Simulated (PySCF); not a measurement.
# Telling isomers of C₅H₈ClFO apart by NMR

PySCF calculation with geometry: GFN2-xTB and PBE0/pcSseg-1 with gauge-including orbitals; one averaged value for each set of equivalent atoms, non-relativistic, one computed conformer, no solvent.

Referencing at the same level of theory: TMS for 1H, 13C. Splittings of carbon signals by F and P are missing where no couplings were computed. Where no couplings were computed, multiplicities follow the n + 1 count of equivalent neighbours, and m marks all less simple cases (inequivalent or close neighbours, rings, F or P nearby). Shifts are as computed. Against solution values, carbons near 30 ppm lie about +3 ppm off and those near 130 ppm about +5 ppm; carbons on Cl a further +6 ppm. Of 1211 compounds with measured shifts, 218 miss one by over three times the rms of a fit or turn the order of signals round; such compounds aren't used in these exercises. Carbons bonded to Cl come out too deshielded.

(1) Tabulate the signals of `F[C@@H]1CCOC[C@@H]1Cl`, `CC(C)[C@@H](F)C(=O)Cl` and their relative energies.

(2) What is the quickest way to tell F[C@@H]1CCOC[C@@H]1Cl from CC(C)[C@@H](F)C(=O)Cl?

## Answers

(1) 
```tsv
SMILES	carbon types	δC	δH	E rel. (kcal/mol)
F[C@@H]1CCOC[C@@H]1Cl	2×CH 3×CH2	91.6, 71.3, 64.9, 62.6, 37.1	5.03 (m, 1H), 4.02 (m, 1H), 3.90 (m, 1H), 3.89 (m, 1H), 3.86 (m, 1H), 3.72 (m, 1H), 1.87 (m, 1H), 1.71 (m, 1H)	6.3
CC(C)[C@@H](F)C(=O)Cl	1×C 2×CH 2×CH3	189.8, 98.5, 39.4, 21.5, 16.5	4.85 (m, 1H), 2.07 (m, 1H), 1.22 (d, 3H), 1.07 (d, 3H)	0.0
```

Energies are electronic energies at PBE0/pcSseg-1 on these geometries, without zero-point or thermal terms, each for the one conformer computed, which needn't be the lowest.

(2) Both give the same number of carbon signals, but DEPT or the intensities differ. The first has an sp3 CH2 bonded to O at 71.3 ppm, the second a carbonyl carbon (C) at 189.8 ppm. Their most deshielded carbons lie at 91.6 and 189.8 ppm.
